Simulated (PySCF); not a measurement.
Gas-phase reaction: InH3 = InH + 2 H

Computed with PySCF and rigid-rotor harmonic-oscillator thermochemistry at 1 bar. † marks an energy on the PBE0/def2-TZVP geometry and frequencies; other levels use their own. MP2 and CCSD(T) freeze the core. Open shells (unrestricted): H (multiplicity 2); the rest are closed-shell singlets. In: scalar-relativistic def2 core potential, no spin-orbit coupling. InH3, InH: computed as isolated molecules; such fragments, hydroxides, amides, oligomers or adducts are transient or little studied in the gas. MP2 isn't extrapolated to the basis-set limit; its ΔH°(298 K) is 407.1 kJ in def2-SVP and 412.9 kJ in def2-TZVPP. CCSD(T) isn't extrapolated to the basis-set limit; its ΔH°(298 K) is 418.0 kJ in def2-SVP and 439.2 kJ in def2-TZVPP. The harmonic model lacks anharmonicity and excited electronic states, which grow with temperature; levels with a mode under 35 cm⁻¹ are left out.

```json
[
 {"level": "CCSD(T)/def2-SVP†", "ΔE electronic, kJ": "443", "ΔH°(298 K), kJ": "418", "ΔS°(298 K), J/K": "208", "ΔG°(2000 K), kJ": "-26"},
 {"level": "M06-2X/def2-TZVP†", "ΔE electronic, kJ": "452", "ΔH°(298 K), kJ": "427", "ΔS°(298 K), J/K": "208", "ΔG°(2000 K), kJ": "-17"},
 {"level": "MP2/def2-TZVPP†", "ΔE electronic, kJ": "438", "ΔH°(298 K), kJ": "413", "ΔS°(298 K), J/K": "208", "ΔG°(2000 K), kJ": "-31"},
 {"level": "PBE/def2-SVP", "ΔE electronic, kJ": "434", "ΔH°(298 K), kJ": "410", "ΔS°(298 K), J/K": "208", "ΔG°(2000 K), kJ": "-32"},
 {"level": "PBE/def2-TZVP†", "ΔE electronic, kJ": "440", "ΔH°(298 K), kJ": "415", "ΔS°(298 K), J/K": "208", "ΔG°(2000 K), kJ": "-29"},
 {"level": "PBE0/def2-TZVP", "ΔE electronic, kJ": "451", "ΔH°(298 K), kJ": "426", "ΔS°(298 K), J/K": "208", "ΔG°(2000 K), kJ": "-18"},
 {"level": "r2SCAN/def2-TZVP†", "ΔE electronic, kJ": "466", "ΔH°(298 K), kJ": "441", "ΔS°(298 K), J/K": "208", "ΔG°(2000 K), kJ": "-3"}
]
```
ΔH° is lowest at PBE/def2-SVP and highest at r2SCAN/def2-TZVP†. No reference value is set beside these.
